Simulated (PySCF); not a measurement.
**Partial charges of `N[SiH2][SiH2]C(F)(F)C(F)(F)F`**

Compound: C2H6F5NSi2.
Geometry (GFN2-xTB, Å), atoms numbered from 1 in this order:
```xyz
16
C2H6F5NSi2 angstrom
N      3.2268   -0.3337    0.5639
Si     1.9903    0.3568   -0.4166
Si     0.0538   -0.5276    0.4907
C     -1.3739    0.3583   -0.4914
F     -1.2846    1.7143   -0.3569
F     -1.2589    0.1151   -1.8302
C     -2.7692   -0.0623   -0.0576
F     -3.7659    0.5309   -0.7154
F     -2.9264   -1.3838   -0.2120
F     -2.9479    0.1957    1.2454
H      4.1852   -0.2572    0.2647
H      3.1846   -0.2540    1.5671
H      1.9623    1.8319   -0.4601
H      2.2952   -0.1239   -1.7668
H     -0.3038   -0.2113    1.8792
H     -0.2752   -1.9406    0.2847
```

Density: PBE0/pcSseg-1 (PySCF); schemes: Mulliken, IAO, Hirshfeld and ESP-fitted. Isolated species at its GFN2-xTB geometry (one conformer only).

Question: Atoms with like bonding are taken together and averaged. Which atoms carry the lowest charge in the Mulliken, IAO, Hirshfeld and ESP-fitted schemes?

Answer: All schemes agree: Mulliken N1 (-0.632); IAO N1 (-0.841); Hirshfeld N1 (-0.319); ESP-fitted N1 (-1.005).

Question: At which atom do the 4 schemes differ most?

Answer: At N1: from -1.005 (ESP-fitted) to -0.319 e (Hirshfeld), 0.686 e apart.

Question: Tabulate the Mulliken, IAO, Hirshfeld and ESP-fitted charges.

Answer: In e; atoms taken as equivalent share a row and are averaged (×n: the atom named and its like, n in all):

| atom | environment | Mulliken | IAO | Hirshfeld | ESP-fitted |
| --- | --- | --- | --- | --- | --- |
| N1 | silicon-bound nitrogen | -0.632 | -0.841 | -0.319 | -1.005 |
| Si2 | SiH2 silicon | +0.493 | +0.644 | +0.296 | +0.574 |
| Si3 | SiH2 silicon | +0.294 | +0.401 | +0.220 | +0.133 |
| C4 | CF2 carbon | +0.182 | +0.284 | +0.068 | -0.006 |
| F5/F6 | fluorine of a CF2 group | -0.293 | -0.290 | -0.098 | -0.136 |
| C7 | CF3 carbon | +0.822 | +0.787 | +0.236 | +0.607 |
| F8/F9/F10 | fluorine of a CF3 group | -0.261 | -0.271 | -0.085 | -0.186 |
| H11/H12 | N–H hydrogen | +0.198 | +0.263 | +0.119 | +0.388 |
| H13/H14 | Si–H hydrogen | -0.072 | -0.124 | -0.078 | -0.109 |
| H15/H16 | Si–H hydrogen | -0.021 | -0.081 | -0.067 | -0.015 |

Mean size of the charges over all atoms: IAO 0.330 e, Mulliken 0.273 e, ESP-fitted 0.261 e, Hirshfeld 0.132 e. Each set sums to the total charge, 0, to within 0.001 e. The IAO scheme projects the occupied orbitals on a minimal set of polarised atomic orbitals and counts the electrons in each atom's part of it. The ESP scheme is a least-squares fit of atom-centred charges to the potential on four shells outside the van der Waals surface, with the total charge fixed.

Some averages cover members that differ in this geometry: H13/H14, ESP-fitted -0.133 to -0.084; F8/F9/F10, ESP-fitted -0.202 to -0.163; H13/H14, IAO -0.140 to -0.108 e.

Question: How many electrons does the Hirshfeld scheme count on C7?

Answer: Z − q = 6 − (+0.236) = 5.764.

Question: Sum the charges by element, for elements with more than one atom.

Answer: 
```
element  atoms  Mulliken     IAO  Hirshfeld  ESP-fitted
     Si      2    +0.787  +1.046     +0.516      +0.707
      C      2    +1.004  +1.071     +0.304      +0.602
      F      5    -1.369  -1.393     -0.450      -0.831
      H      6    +0.211  +0.117     -0.052      +0.527
```
